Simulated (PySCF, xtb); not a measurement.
C₅H₄F₂O, SMILES C(/F)=C1\C(=O)[C@@H](C1)F.

xtb with GFN2-xTB at its own geometry gives an orbital gap of 2.83 eV and a dipole moment of 2.72 D.

Geometry: PBE0-D3(BJ)/def2-SVP. The structure was generated by enumeration; whether it is a known compound was not checked.

What does CAM-B3LYP/def2-TZVP (PySCF) give? (An estimate is asked for; the answer gives what the named calculation found.)

gap 7.98 eV (levels -9.14 and -1.15 eV), dipole 2.88 D.
